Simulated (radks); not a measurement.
The numbers below are computed, except where a source is named.
Task: The krypton ion Kr2.75+, configuration 1s1.25 2s2 2p6 3s2 3p6 3d10 4s2 4p4 (fractional occupations, a model configuration). Code: a radial shooting solver on a logarithmic mesh with Libxc functionals. Model: Dirac Kohn-Sham, PBEsol, spin-unpolarised, spherical densities, point nucleus; open shells fill j = l - 1/2 first.

Spin-orbit splittings of the eigenvalues, e(l+1/2) - e(l-1/2), with zeta = 2 splitting/(2l+1) and mean radii in bohr:

| shell | occ. | splitting (eV) | zeta (eV) | <r> j=l-1/2 | <r> j=l+1/2 |
|---|---|---|---|---|---|
| 2p | 6 | 57.58 | 38.39 | 0.1539 | 0.1579 |
| 3p | 6 | 8.614 | 5.743 | 0.5177 | 0.5279 |
| 3d | 10 | 1.496 | 0.5984 | 0.5283 | 0.5320 |
| 4p | 4 | ? | ? | 1.591 | 1.618 |

Estimate the 4p splitting.

Result: 0.9882 eV (zeta = 0.6588 eV).
